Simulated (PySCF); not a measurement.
NMR data simulated for an unnamed compound:

1H NMR (400 MHz, computed): δ 7.07 (m, 1H), 6.50 (m, 1H), 6.15 (m, 1H), 2.45 (m, 1H), 2.34 (m, 1H), 1.68 (m, 2H), 1.37 (m, 2H), 1.09 (m, 2H).

13C{1H} NMR (computed): δ 148.0 (CH), 142.4 (CH2), 21.4 (CH2), 17.3 (CH2).

No relativistic terms, in vacuum, fast rotation and ring inversion assumed for equivalent nuclei, one conformer. GIAO PBE0/pcSseg-1 shieldings; GFN2-xTB structure; PySCF 2.14.

Shifts are taken against calculated references (same method and geometry level): 1H (σ = 31.72 ppm), 13C (σ = 186.93 ppm) against TMS.

Problem. Which of these does the molecule contain: a benzene ring, a non-aromatic C=C double bond, an N-methyl group, a vinyl group CH=CH2, a Si–CH3 group?

Solution. 
- A benzene ring: no.
- A non-aromatic C=C double bond: yes.
- An N-methyl group: no.
- A vinyl group CH=CH2: yes (δC 142.4, 148.0; δH 6.15 (m), 6.50 (m), 7.07 (m)).
- A Si–CH3 group: no.

The data belong to `C=C[Si]1(P)CCC1`, C5H11PSi; they needn't prove each group on their own.

Carbon signals by region: 2 in the sp2 and nitrile region (100–160 ppm), 2 below 50 ppm.

Splittings by 31P in the carbon and heteronuclear signals aren't shown, as no couplings were computed. Shifts are as computed. Against solution values, carbons near 30 ppm lie about +3 ppm off and those near 130 ppm about +5 ppm. Of 1211 compounds with measured shifts, 218 miss one by over three times the rms of a fit or turn the order of signals round; such compounds aren't used in these exercises. Multiplicities follow the n + 1 count of equivalent neighbours, as no J values were calculated; m marks all less simple cases, F and P coupling included.
